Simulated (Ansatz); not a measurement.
Relaxation of BFH7NSi2 (12 atoms, charge 0, multiplicity 1), to a largest force component of 0.02 eV/Å in at most 40 steps.

Computed with UKS B3LYP-D4/STO-3G in Ansatz 0.2.0.

```xyz
12
Properties=species:S:1:pos:R:3
B -1.144 1.486 0.874
Si -0.087 -0.032 1.188
N 1.198 -0.119 -0.041
Si 0.618 -0.758 -1.555
F -0.527 0.341 -2.236
H -0.709 2.624 0.861
H -2.318 1.401 0.645
H -0.868 -1.232 1.148
H 0.515 0.113 2.570
H 1.911 -0.834 0.343
H -0.166 -2.037 -1.272
H 1.654 -1.007 -2.489
```

Q: Where does it end, and by what steps?

A: It converged. Limits of this set-up: minimal basis. After 17 steps the energy has fallen by 2.937 eV; F5 moved furthest, 1.24 Å. Joined: B1–F5.

```tsv
step	energy less start (eV)	largest force component (eV/Å)	accepted
0	0.0000	3.481	yes
1	-0.4482	1.027	yes
2	-0.5532	0.744	yes
3	-0.7177	0.740	yes
4	-1.0742	1.178	yes
5	-1.7476	1.994	yes
6	-2.5096	1.076	yes
7	-2.6229	1.996	yes
8	-2.7762	0.468	yes
9	-2.8089	0.862	yes
10	-2.8641	0.505	yes
11	-2.8840	0.619	yes
12	-2.9194	0.281	yes
13	-2.9286	0.586	yes
14	-2.9346	0.165	yes
15	-2.9348	0.126	yes
16	-2.9365	0.025	yes
17	-2.9367	0.020	yes
```

```xyz
12
Properties=species:S:1:pos:R:3
B -1.029 1.113 0.142
Si -0.046 -0.079 1.410
N 0.959 -0.961 0.208
Si 0.501 -0.622 -1.395
F -0.235 0.950 -1.200
H -0.960 2.261 0.374
H -2.113 0.739 -0.116
H -0.798 -1.054 2.178
H 0.899 0.518 2.334
H 1.973 -1.076 0.396
H -0.632 -1.356 -1.919
H 1.557 -0.488 -2.377
```

Run time: 78 s on 1 CPU thread of a shared host.
